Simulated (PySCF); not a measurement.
Sb(F)2(Et) (C2H5F2Sb), SMILES C[CH2][Sb]([F])[F]. Atoms are numbered in the order given.

```xyz
10

Sb     0.5736     0.2791     0.0000
F      0.3096    -1.0018    -1.4314
F      0.3096    -1.0018     1.4314
C     -1.5084     0.8490     0.0000
C     -2.4180    -0.3690     0.0000
H     -1.6620     1.4877     0.8867
H     -1.6620     1.4877    -0.8867
H     -2.2333    -0.9929    -0.8865
H     -2.2333    -0.9929     0.8865
H     -3.4791    -0.0735     0.0000
```

Geometry optimised at PBE0-D3(BJ)/def2-SVP. The structure was generated by enumeration; whether it is a known compound was not checked. The def2 effective core potentials stand for the cores of Sb; spin–orbit coupling is left out. The values are those of a single conformer.

The numbers are results of TDA-PBE/def2-SVPD (PySCF), not measurements.

Vertical excitations. The molecule is in vacuum. State labels are in the subgroup Cs.

Computed UV-visible absorptions:
| state | symmetry | energy (eV) | λ (nm) | f | main pairs |
|---|---|---|---|---|---|
| S1 | A" | 4.57 | 271 | 0.022 | HOMO→LUMO 97 % |
| S2 | A' | 5.03 | 247 | 0.057 | HOMO→LUMO+1 94 % |
| S3 | A' | 6.33 | 196 | 0.000 | HOMO−1→LUMO 97 % |
| S4 | A" | 6.58 | 188 | 0.002 | HOMO−1→LUMO+1 99 % |
| S5 | A' | 6.61 | 188 | 0.019 | HOMO→LUMO+2 50 %, HOMO→LUMO+3 47 % |
| S6 | A" | 6.71 | 185 | 0.017 | HOMO−2→LUMO 69 %, HOMO−5→LUMO 17 % |
| S7 | A' | 6.80 | 182 | 0.003 | HOMO−3→LUMO 61 %, HOMO−2→LUMO+1 37 % |
| S8 | A' | 6.86 | 181 | 0.041 | HOMO−4→LUMO 68 %, HOMO→LUMO+3 14 % |
| S9 | A' | 6.94 | 179 | 0.026 | HOMO−2→LUMO+1 47 %, HOMO−3→LUMO 30 %, HOMO−4→LUMO 14 % |
| S10 | A' | 7.06 | 176 | 0.320 | HOMO→LUMO+3 34 %, HOMO→LUMO+2 29 %, HOMO−4→LUMO 14 %, HOMO→LUMO+5 6 % |
| T1 | A" | 3.93 | 315 | 0 | HOMO→LUMO 99 % |
| T2 | A' | 4.17 | 297 | 0 | HOMO→LUMO+1 99 % |
| T3 | A' | 5.96 | 208 | 0 | HOMO→LUMO+2 90 % |
| T4 | A" | 6.00 | 207 | 0 | HOMO−2→LUMO 97 % |
Triplets are in the Tamm–Dancoff approximation.
